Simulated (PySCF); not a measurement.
# PySCF run on LiBe

File input.py (PySCF 2.14):

```python
from pyscf import gto, scf, cc

mol = gto.M(
    atom='Li 0 0 0; Be 0 0 2.133',
    basis='x2c-svpall',
    charge=0,
    spin=1,
    verbose=4,
)
mf = scf.UHF(mol)
mf = mf.sfx2c1e()
mf.kernel()
mycc = cc.CCSD(mf)
mycc.kernel()
e = mycc.eaccsd(nroots=8)[0]
print('roots (eV) =', (e*27.211386).round(3))
mf.dip_moment()
print('orbital energies (hartree):', [e[max(0, n-3):n+3].round(4) for e, n in zip(mf.mo_energy, mol.nelec)])
```

```bash
$ OMP_NUM_THREADS=1 python input.py
```

It prints (some set-up lines and the per-cycle HOMO/LUMO lines with their warnings removed):

```
PySCF version 2.14.0

[INPUT] Symbol           X                Y                Z      unit          X                Y                Z       unit  Magmom
[INPUT]  1 Li     0.000000000000   0.000000000000   0.000000000000 AA    0.000000000000   0.000000000000   0.000000000000 Bohr   0.0
[INPUT]  2 Be     0.000000000000   0.000000000000   2.133000000000 AA    0.000000000000   0.000000000000   4.030785823697 Bohr   0.0

nuclear repulsion = 2.97708698126582
number of shells = 4
number of NR pGTOs = 35
number of NR cGTOs = 18
basis = x2c-svpall
ecp = {}

******** <class 'pyscf.x2c.sfx2c1e.sfX2C1eUHF'> ********
method = sfX2C1eUHF
initial guess = minao
damping factor = 0
level_shift factor = 0
DIIS = <class 'pyscf.scf.diis.CDIIS'>
SCF conv_tol = 1e-09
SCF max_cycles = 50
number electrons alpha = 4  beta = 3

******** <class 'pyscf.x2c.sfx2c1e.SpinFreeX2CHelper'> ********
approx = 1e
xuncontract = 1
init E= -22.0489502102827

cycle= 1 E= -21.9486375501112  delta_E=  0.1  |g|= 0.0497  |ddm|= 1.31
cycle= 2 E= -21.9579594047869  delta_E= -0.00932  |g|= 0.0255  |ddm|= 0.408
cycle= 3 E= -21.9620925418656  delta_E= -0.00413  |g|= 0.0204  |ddm|= 0.264
cycle= 4 E= -21.9662759431764  delta_E= -0.00418  |g|= 0.0178  |ddm|= 0.229
cycle= 5 E= -21.9718088477249  delta_E= -0.00553  |g|= 0.00674  |ddm|= 0.473
cycle= 6 E= -21.9712746687628  delta_E= 0.000534  |g|= 0.00844  |ddm|= 0.148
cycle= 7 E= -21.9721624617478  delta_E= -0.000888  |g|= 0.00307  |ddm|= 0.173
cycle= 8 E= -21.9723122017743  delta_E= -0.00015  |g|= 0.00203  |ddm|= 0.0562
cycle= 9 E= -21.972404141126  delta_E= -9.19e-05  |g|= 0.00134  |ddm|= 0.0544
cycle= 10 E= -21.9724260518766  delta_E= -2.19e-05  |g|= 0.000321  |ddm|= 0.0236
cycle= 11 E= -21.9724268971155  delta_E= -8.45e-07  |g|= 5.31e-05  |ddm|= 0.00476
cycle= 12 E= -21.9724269131597  delta_E= -1.6e-08  |g|= 2.06e-05  |ddm|= 0.000774
cycle= 13 E= -21.9724269146829  delta_E= -1.52e-09  |g|= 9.38e-06  |ddm|= 0.000298
cycle= 14 E= -21.9724269150962  delta_E= -4.13e-10  |g|= 1.91e-06  |ddm|= 9.58e-05
Extra cycle  E= -21.9724269151087  delta_E= -1.25e-11  |g|= 1.12e-06  |ddm|= 1.13e-05
converged SCF energy = -21.9724269151087  <S^2> = 0.79400732  2S+1 = 2.0435335

******** <class 'pyscf.cc.uccsd.UCCSD'> ********
CC2 = 0
CCSD nocc = (np.int64(4), np.int64(3)), nmo = (18, 18)
max_cycle = 50
direct = 0
conv_tol = 1e-07
conv_tol_normt = 1e-06
Init t2, MP2 energy = -0.0238988609732264
Init E_corr(UCCSD) = -0.0238988609761193
cycle = 1  E_corr(UCCSD) = -0.0325876234366331  dE = -0.00868876246  norm(t1,t2) = 0.0728273
cycle = 2  E_corr(UCCSD) = -0.0365583721758501  dE = -0.00397074874  norm(t1,t2) = 0.0429379
cycle = 3  E_corr(UCCSD) = -0.0414062402496673  dE = -0.00484786807  norm(t1,t2) = 0.0288338
cycle = 4  E_corr(UCCSD) = -0.0418187368719427  dE = -0.000412496622  norm(t1,t2) = 0.0132098
cycle = 5  E_corr(UCCSD) = -0.042548607816132  dE = -0.000729870944  norm(t1,t2) = 0.00724207
cycle = 6  E_corr(UCCSD) = -0.042237347375162  dE = 0.000311260441  norm(t1,t2) = 0.00420952
cycle = 7  E_corr(UCCSD) = -0.0424172161363251  dE = -0.000179868761  norm(t1,t2) = 0.00218445
cycle = 8  E_corr(UCCSD) = -0.042461245499167  dE = -4.40293628e-05  norm(t1,t2) = 0.000788123
cycle = 9  E_corr(UCCSD) = -0.0424590000756449  dE = 2.24542352e-06  norm(t1,t2) = 0.000381507
cycle = 10  E_corr(UCCSD) = -0.0424519079185694  dE = 7.09215708e-06  norm(t1,t2) = 0.00012438
cycle = 11  E_corr(UCCSD) = -0.0424533796755384  dE = -1.47175697e-06  norm(t1,t2) = 4.22744e-05
cycle = 12  E_corr(UCCSD) = -0.0424536501449722  dE = -2.70469434e-07  norm(t1,t2) = 1.07959e-05
cycle = 13  E_corr(UCCSD) = -0.0424535680212951  dE = 8.21236771e-08  norm(t1,t2) = 4.27303e-06
cycle = 14  E_corr(UCCSD) = -0.0424534547555044  dE = 1.13265791e-07  norm(t1,t2) = 2.08348e-06
cycle = 15  E_corr(UCCSD) = -0.0424534035871264  dE = 5.1168378e-08  norm(t1,t2) = 1.05695e-06
cycle = 16  E_corr(UCCSD) = -0.0424533963182041  dE = 7.26892232e-09  norm(t1,t2) = 5.53919e-07
UCCSD converged
E(UCCSD) = -22.01488031142694  E_corr = -0.0424533963182041

******** <class 'pyscf.cc.eom_uccsd.EOMEA'> ********
max_space = 20
max_cycle = 50
conv_tol = 1e-07
partition = None
EOM-CCSD root 0 E = -0.00206525867210226  qpwt = 0.842041  conv = True
EOM-CCSD root 1 E = 0.007116452090097872  qpwt = 0.955411  conv = True
EOM-CCSD root 2 E = 0.01382651476031577  qpwt = 0.717451  conv = True
EOM-CCSD root 3 E = 0.01382651477729641  qpwt = 0.717451  conv = True
EOM-CCSD root 4 E = 0.01675117925762736  qpwt = 0.438828  conv = True
EOM-CCSD root 5 E = 0.02006159111383514  qpwt = 0.567215  conv = True
EOM-CCSD root 6 E = 0.02006231393585688  qpwt = 0.567196  conv = True
EOM-CCSD root 7 E = 0.03775835648842111  qpwt = 0.0676684  conv = True
roots (eV) = [-0.056  0.194  0.376  0.376  0.456  0.546  0.546  1.027]
Dipole moment(X, Y, Z, Debye): -0.00000,  0.00000, -4.22309
orbital energies (hartree): [array([-2.4526, -0.3242, -0.1887,  0.0155,  0.0468,  0.0468]), array([-4.6709, -2.4423, -0.2962,  0.016 ,  0.063 ,  0.063 ])]
```

In short: E(SCF) = -21.972427 Eh, 14 cycles, E(CCSD) − E(SCF) = -0.04245 Eh, ⟨S²⟩ = 0.794, μz(SCF) = -4.22 D, attachment roots -0.056, 0.194, 0.376, 0.376, 0.456, 0.546, 0.546, 1.027 eV.

Hardware: Arm Neoverse V2, 1 thread, shared host. Wall time 1.4 s.

The bond length is a typed value, not an optimised one. Positive EA roots mean that the added electron is unbound. No search for the lowest solution was made.
